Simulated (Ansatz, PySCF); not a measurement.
Species: sum formula H$_{2}$SiOF$_{3}$, net charge 1, singlet state. It need not be the lowest isomer of its formula. 
Structure (B3LYP-D3(BJ)/def2-TZVP (Ansatz, a quantum-chemistry and plane-wave program) minimum search):
SMILES: F[Si]([OH2+])(F)F
```xyz
7

Si    -0.1742     0.0173     0.0739
F     -0.0960    -0.7178     1.4282
F     -0.3929     1.5394     0.2003
F     -0.9736    -0.6940    -1.0403
O      1.4607    -0.1290    -0.5903
H      2.2710     0.2094    -0.1642
H      1.6450    -0.5683    -1.4425
```
Charge +1, spin multiplicity 1.

Total electronic energies in hartree. Correlated levels leave the core frozen unless marked. Spin-orbit coupling is left out. Non-relativistic unless marked X2C. Basis-set limits of correlation are two-point, X^-3; Hartree-Fock from the larger set. [CCSD(T)-MP2]/basis is that difference in the basis named.

```
level                                                                 program  energy (Eh)
-------------------------------------------------------------  --------------  -----------
HF/cc-pV(T+d)Z                                                         Ansatz   -663.40597
PBE-D3(BJ)/def2-TZVPD                                          Ansatz + dftd3   -665.04653
B3LYP-D3(BJ)/def2-TZVPD                                        Ansatz + dftd3   -665.58319
B3LYP/def2-TZVPD                                                       Ansatz   -665.57642
PBE0-D3(BJ)/def2-TZVP                                          Ansatz + dftd3   -665.07267
PBE0/def2-TZVP                                                         Ansatz   -665.06941
PBE0/def2-QZVPP                                                        Ansatz   -665.10416
TPSSh/def2-TZVPD                                                        PySCF   -665.55217
r2SCANh-D4/def2-TZVPD                                          Ansatz + dftd4   -665.35859
B2GP-PLYP-D4/def2-TZVPD                                        Ansatz + dftd4   -665.14920
RPA@PBE/cc-pV(T+d)Z                                                    Ansatz   -664.98982
RI-MP2/cc-pV(Q+d)Z                                                     Ansatz   -664.64382
RI-MP2/CBS(cc-pV(T+d)Z,cc-pV(Q+d)Z)                                    Ansatz    -664.7149
SCS-MP2/6-31G*                                                         Ansatz   -663.93686
SCS-MP2/cc-pV(Q+d)Z                                                    Ansatz   -664.62264
CCSD/cc-pV(Q+d)Z                                                       Ansatz   -664.64184
CCSD(T)/cc-pVDZ                                                         PySCF   -664.05821
CCSD(T)/cc-pV(T+d)Z                                                    Ansatz   -664.54264
CCSD(T)/cc-pV(Q+d)Z                                                    Ansatz   -664.67959
X2C-CCSD(T)/cc-pVTZ-DK                                                 Ansatz   -665.44437
CCSD(T) with core electrons (1s frozen past Ne)/cc-pwCVTZ              Ansatz   -665.05130
RI-MP2/CBS(cc-pV(T+d)Z,cc-pV(Q+d)Z)+[CCSD(T)-MP2]/cc-pV(Q+d)Z          Ansatz    -664.7501
CCSD(T)/CBS(cc-pV(T+d)Z,cc-pV(Q+d)Z)                                   Ansatz    -664.7499
```

Totals of different functionals don't rank their quality; only differences between species are comparable.
